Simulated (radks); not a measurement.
Results of a calculation; reference values are marked as such.
Numerical settings for the cerium ion Ce31+, [Ar] 3d9. Level of theory: Dirac Kohn-Sham, BLYP, spin-unpolarised, spherical densities, finite nucleus; open shells fill j = l - 1/2 first; Fermi nuclear charge, rms radius 4.8771 fm (a radial shooting solver on a logarithmic mesh with Libxc functionals). The defaults (mesh step 0.008 in ln r, mesh end at 40 bohr or more with all orbitals vanishing there, Anderson mixing 0.5 over 9 steps, residual threshold near 1e-9 with the energy settled to 1e-9 hartree or 1e-11 of itself, here a cap of 73 iterations) give E = -8319.7493 hartree and 3d5/2 at -1953.4 eV in 14 iterations. Run on one thread of a shared host, so times are rough (Intel(R) Xeon(R) 6975P-C): 0.05 s of CPU time, 0.06 s wall, 14 iterations on 2189 mesh points. Changes against that run (0 stands for a change within the tolerance of the run):

setting	iterations	converged	E (mhartree)	e(3d5/2) (meV)	CPU (s)
mesh step in ln r 0.08	4	no	diverged	-	0.01
mesh step in ln r 0.03	15	yes	+0.0017	0	0.02
mesh step in ln r 0.005	16	yes	0	0	0.1
mesh end (bohr) 400	14	yes	0	0	0.06
mesh end (bohr) 12	14	yes	0	0	0.05
residual threshold 0.001	8	yes	0	+4.27	0.04
residual threshold 0.1	8	yes	0	+4.27	0.04
mixing 0.05	21	yes	0	0	0.07
linear mixing, mixing 0.2	73	no	0	-0.0359	0.23
linear mixing, mixing 1	73	no	-1.75e+06	-6.12e+05	0.48
mixing history 20	22	yes	0	0	0.07
iteration cap 5	5	no	+0.0209	-543	0.02

No run marked as converged misses the energy by more than 1 mhartree. A mesh that ends early acts as a hard wall.
